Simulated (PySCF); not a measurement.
Molecule: CH₅O₃Si (charge 0, doublet). It need not be the lowest isomer of its formula. 
Coordinates optimised at B3LYP-D3(BJ)/def2-TZVP (Ansatz):
```
Si
O 1 1.6339
H 2 0.9606 1 118.03
O 1 1.6461 2 105.81 3 30.53
H 4 0.9609 1 117.37 2 -159.09
O 1 1.6649 2 115.73 3 -89.57
C 1 1.8587 2 108.08 3 156.21
H 7 1.0894 1 111.89 2 179.68
H 7 1.0900 8 108.85 1 123.17
H 7 1.0933 8 108.90 9 117.99
```
Charge 0, spin multiplicity 2.

Dispersion corrections to the total energy (kcal/mol) from the dftd3 and dftd4 libraries through PySCF: D3(BJ) without and D4 with the three-body term, each with the damping fitted for the functional named.

```
functional      D3(BJ)          D4
----------  ----------  ----------
B2GP-PLYP        -3.00       -1.90
TPSSh       (withheld)       -5.60
PW6B95           -2.21       -4.09
LC-wPBE          -4.11       -5.08
BP86        (withheld)       -6.05
CAM-B3LYP        -3.41  (withheld)
TPSS             -5.48       -6.18
```

**Question.** Fill in the missing entries.

**Answer.** 
- TPSSh, D3(BJ): -5.03
- BP86, D3(BJ): -6.98
- CAM-B3LYP, D4: -3.85
